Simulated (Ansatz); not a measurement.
A run for Ansatz (a quantum-chemistry and plane-wave program): R-B3LYP/def2-TZVPPD on HCl (SMILES Cl). Files ending in .json are basis or fitting sets from the Basis Set Exchange.

Ansatz 0.2 input:
```yaml
crystal:
  periodic: [false, false, false]
  atoms:
    - {symbol: Cl, position_ang: [-0.44736345, 0.01661880, 0.25716943]}
    - {symbol: H, position_ang: [-0.30982662, 0.03203966, 1.54328828]}
basis:
  gaussian:
    orbitals: def2-TZVPPD.json
hamiltonian:
  xc: {name: B3LYP}
scf: {lower_state_search: off}
```

The head of its log:

```
WARN ansatz: RAYON_NUM_THREADS=1 ignored (pool sized by the plan → 1); use --threads N
Functional definition: B3LYP
these checks for a lower state are left out or cut short: stability, starts, cluster_reference, orbital_swaps, neighbouring_geometries, increment
integrals: 0.01 GiB planned
393 factors; their error is unknown
mean field: 0.12 GiB planned
mean field evaluation 1: about -12539.7404 eV, gradient 1.0e1 eV
mean field evaluation 2: about -12539.7730 eV, gradient 1.1e1 eV
```

### Question
Give the final energy of this run.

### Answer
-460.8377 hartree.
